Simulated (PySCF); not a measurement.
C6H5, SMILES c1cccc[c]1, doublet (PBE0/def2-SVP optimised geometry):

```
11

C     -0.663    -1.143     0.000
C      0.712    -1.218     0.000
C      1.406     0.000     0.000
C      0.706     1.208     0.000
C     -0.690     1.221     0.000
C     -1.406     0.016     0.000
H      1.246    -2.172     0.000
H      2.500     0.000     0.000
H      1.256     2.152     0.000
H     -1.229     2.172     0.000
H     -2.500     0.010     0.000
```

Method: unrestricted PBE0/def2-TZVP (PySCF).

### Question
What are the frontier orbital energies (α orbitals alone; a β orbital can be the lowest empty one) and the dipole moment?

### Answer
HOMO-2 -7.50 eV, HOMO-1 -7.48 eV, HOMO -7.11 eV, LUMO -0.45 eV, LUMO+1 -0.28 eV; dipole moment 0.87 D.

On the same geometry unrestricted PBE/def2-TZVP in PySCF gives HOMO-2 -6.51 eV, HOMO-1 -6.49 eV, HOMO -5.56 eV, LUMO -1.39 eV, LUMO+1 -1.21 eV; dipole moment 0.91 D.

Meta-Löwdin charges at PBE0/def2-TZVP: C1 -0.01, C2 -0.14, C3 -0.11, C4 -0.13, C5 -0.11, C6 -0.14, H7 0.14, H8 0.12, H9 0.12, H10 0.12, H11 0.14.
